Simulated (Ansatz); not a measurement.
`O[Si@@H](Cl)O[Si@H](F)Cl` and `C[Si@@H](O)O[Si@H](O)Cl` differ in one atom or group (the configuration at a centre changes too).

Ansatz, PBE0-D4/def2-TZVP geometries, multiplicity 1. Each molecule was computed in one conformer, which needn't be the lowest.

| property | `O[Si@@H](Cl)O[Si@H](F)Cl` |
| --- | --- |
| HOMO energy (PBE0/def2-TZVPP) / eV | -9.40 |
| size of the dipole moment (B3LYP/def2-TZVPP) / D | 0.60 |
| HOMO energy (B3LYP/def2-TZVPP) / eV | -9.11 |
| HOMO–LUMO gap (B3LYP/def2-TZVPP) / eV | 9.35 |
| HOMO–LUMO gap (PBE/def2-TZVPP) / eV | 7.51 |
| LUMO energy (PBE0/def2-TZVPP) / eV | 0.56 |

(1) Give the same properties after the change, and the shifts. (Best estimate.)

## Answers

(1) Computed: 
```csv
property,`C[Si@@H](O)O[Si@H](O)Cl`,shift
HOMO energy (PBE0/def2-TZVPP) / eV,-8.73,0.67
size of the dipole moment (B3LYP/def2-TZVPP) / D,2.05,1.45
HOMO energy (B3LYP/def2-TZVPP) / eV,-8.50,0.61
HOMO–LUMO gap (B3LYP/def2-TZVPP) / eV,8.60,-0.75
HOMO–LUMO gap (PBE/def2-TZVPP) / eV,6.80,-0.71
LUMO energy (PBE0/def2-TZVPP) / eV,0.43,-0.13
```

With PBE0 the HOMO rises by 0.67 eV and the LUMO falls by 0.13 eV, so the gap narrows by about 0.80 eV. PBE moves the HOMO by 0.61 eV and ωB97M-V by 0.69 eV. Dipoles are sizes alone; their direction can turn.

B3LYP here is the variant with VWN-RPA as its local correlation; programs differ in this.
